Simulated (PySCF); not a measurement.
Which level of theory gave which numbers?

Species: BF₃H₃P.
SMILES: `[BH3-][P+](F)(F)F`

The closed-shell ground state was solved 4 times with PySCF (density fitting, gas phase), always in the pcSseg-2 basis (229 functions), with these functionals: B97-2, CAM-B3LYP, LC-wPBE and wB97X-D. Geometry: PBE0-D3(BJ)/def2-SVP; no solvent, vibrations or thermal averaging.

```
row  total energy (Eh)  HOMO (eV)  LUMO (eV)  dipole (D)
  P          -667.7032     -11.78       1.66        1.30
  Q          -667.7285     -11.31       0.91        1.23
  R          -667.5215     -12.69       2.14        1.36
  S          -667.7164      -9.59      -0.24        1.23
```

**Question.** Which functional belongs to which row?

**Answer.** P = wB97X-D, Q = CAM-B3LYP, R = LC-wPBE, S = B97-2. By rising HOMO–LUMO gap: B97-2 (global hybrid, 21 % exact exchange) 9.35 eV; CAM-B3LYP (range-separated hybrid) 12.22 eV; wB97X-D (range-separated hybrid) 13.44 eV; LC-wPBE (range-separated hybrid) 14.83 eV. Total energies of different functionals aren't bounds to one another; each is stationary for its own functional.

Note: wB97X-D ran without an empirical dispersion term, which enters the total energy and its gradient alone.
